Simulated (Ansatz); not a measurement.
## Ansatz (development build ahead of 0.2.0) run

```yaml
crystal:
  periodic: [false, false, false]
  atoms:
    - { symbol: Ti, position_ang: [-0.04236, 0.02189, -0.37374] }
    - { symbol: O, position_ang: [-0.02015, 1.35674, 0.56816] }
    - { symbol: O, position_ang: [-0.01393, -1.37363, 0.53393] }
basis:
  gaussian: { orbitals: def2-TZVP }
hamiltonian:
  xc: hf
correlation:
  method: mp2
  frozen_orbitals: { O: 1, Ti: 5 }
```

The input is written out in the form of the current development build from the run's settings.

Results

```yaml
Converged: yes
Reference_energy: -998.16465 hartree
Correlation_energy: -0.92744 hartree
Total_energy: -999.09209 hartree
Spin_squared_of_the_determinant: 0.000
```

Caution: no unrestricted run beside it, a lower state can exist; other spin multiplicities were not run.
